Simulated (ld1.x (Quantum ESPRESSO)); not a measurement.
Varying the TM semilocal potential for germanium

Base potential:

| Quantity | Value |
| --- | --- |
| Element | Ge (Z = 32) |
| Generator | ld1.x (Quantum ESPRESSO) 7.5 |
| Type | norm-conserving Troullier–Martins (semilocal form) |
| Functional | PBE |
| Relativity | scalar-relativistic |
| Frozen core | [Ar] 3d10 |
| Valence charge | 4 |
| Reference configuration | 4s2 4p0 (charge +2) |
| Partial waves | 4p (bound, empty): rc 1.45 bohr; 4d channel at 0.45 Ry: rc 1.55 bohr; 4s (bound): rc 1.60 bohr |
| Local potential | the s channel |
| Core correction | Bessel-smoothed model core, default radius (core density twice the valence density) |

Cutoffs, loose and tight: the cutoffs (Ry, on a coarse ladder) from which the occupation-weighted sum of valence levels, in a spherical-Bessel basis at the reference potential, stays within 10 and 1 mRy of its value at 400 Ry. They do not see the model core or the augmentation charge, which bear on the density cutoff. Test errors are all-electron minus pseudo excitation energies from the reference, over the configurations 4s2 4p2; 4s2 4p1; 4s1 4p0; 4s1 4p3; 4s2 4p1.5; 4s1 4p2; 4s0 4p4. A dash means not determined; rows that change the core or the reference have their own tests.

For the base: The cutoffs count occupied waves only; the empty 4p level needs 45 Ry at the loose tolerance.

A true bound ghost makes a file unfit for plane-wave use even where its test errors are small: the radial tests pick states by their node count and pass the ghost by.

A semilocal file is local in each channel, so a ghost entry of none says nothing of the separable form that plane-wave codes build from it.

```csv
change,outcome,"cutoff, loose","cutoff, tight",bound ghosts,largest test error (meV)
base,generated,30 Ry,45 Ry,none,-91
wave 4s (bound): rc 1.60 bohr becomes 4s (bound): rc 1.00 bohr,generated,230 Ry,300 Ry,s (extra level of the local part),-91
wave 4s (bound): rc 1.60 bohr becomes 4s (bound): rc 1.52 bohr,generated,30 Ry,50 Ry,none,-92
wave 4s (bound): rc 1.60 bohr becomes 4s (bound): rc 1.74 bohr,generated,30 Ry,45 Ry,none,-92
wave 4s (bound): rc 1.60 bohr becomes 4s (bound): rc 1.94 bohr,generated,25 Ry,40 Ry,none,-96
wave 4s (bound): rc 1.60 bohr becomes 4s (bound): rc 2.06 bohr,generated,21 Ry,35 Ry,none,-103
wave 4s (bound): rc 1.60 bohr becomes 4s (bound): rc 2.26 bohr,generated,15 Ry,30 Ry,none,-114
```

Problem. What comes out with this change to the base: wave 4s (bound): rc 1.60 bohr becomes 4s (bound): rc 1.18 bohr?

Solution. outcome: generated; cutoff, loose: 60 Ry; cutoff, tight: 230 Ry; bound ghosts: none; largest test error (meV): -87.

Problem. What comes out with this change to the base: wave 4s (bound): rc 1.60 bohr becomes 4s (bound): rc 2.38 bohr?

Solution. outcome: generated; cutoff, loose: 12 Ry; cutoff, tight: 30 Ry; bound ghosts: none; largest test error (meV): -126.

Problem. What comes out with this change to the base: wave 4s (bound): rc 1.60 bohr becomes 4s (bound): rc 1.36 bohr?

Solution. outcome: generated; cutoff, loose: 40 Ry; cutoff, tight: 90 Ry; bound ghosts: none; largest test error (meV): -92.

Reading the sweep of the s radius (base included, trends over the rows without a ghost): The loose cutoff falls from 60 Ry at 1.18 to 12 Ry at 2.38 bohr. A larger radius leaves more room for a smooth pseudo-wave, so fewer plane waves are needed; a smaller one forces it to follow the all-electron wave where it bends sharply. The median size of the test errors (rows with all tests solved) is not monotonic: lowest 6.1 meV at 2.38 bohr, highest 17.1 meV at 2.06 bohr. Bound ghosts are found at 1 bohr.
